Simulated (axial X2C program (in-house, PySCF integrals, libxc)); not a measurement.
# Spin–orbit effects down a group: molecules with H (ions), MP2

Computed with an in-house relativistic program for diatomic molecules, spin-free (one-electron X2C) or two-component (2c: spin–orbit coupling with atomic mean-field Coulomb and Gaunt terms, which also bring small scalar terms), in Dyall basis sets with cores contracted in-house; open shells are unrestricted.

Basis sets: As dyall-acv3z, H dyall-av3z, P dyall-av3z, Sb dyall-acv3z. Frozen shells (counts by l): PH⁻ P 2s1p, H none, 7 electrons correlated; AsH⁻ As 3s2p1d, H none, 7 electrons correlated; SbH⁻ Sb 4s3p2d, H none, 7 electrons correlated. Where the outer core of a metal is frozen, bonds come out longer and ionisation energies lower.

| molecule | spin-free state | Re (Å) | ωe (cm⁻¹) | De (eV) | 2c state | Re 2c (Å) | ωe 2c (cm⁻¹) | De 2c (eV) |
| --- | --- | --- | --- | --- | --- | --- | --- | --- |
| PH⁻ | M_S = 1/2, Λ = 1 | 1.435 | 2313.1 | 3.25 | Ω = 3/2 | 1.435 | 2312.6 | 3.26 |
| AsH⁻ | M_S = 1/2, Λ = 1 | 1.536 | 2104.4 | 2.95 | Ω = 3/2 | 1.537 | 2101.0 | 2.96 |
| SbH⁻ | M_S = 1/2, Λ = 1 | 1.729 | 1874.3 | 2.63 | Ω = 3/2 | 1.731 | 1860.2 | 2.61 |

Fragments in 2c: P- + H, As- + H, Sb- + H. Each entry is the lowest single determinant of a limited PBE0 search at one distance. De goes to single-determinant-based atoms at the same level (for ions the charge split of lowest energy) and is withheld (n/a) where an atom does not fit its ground term or J level. Main or longest-lived isotopes.
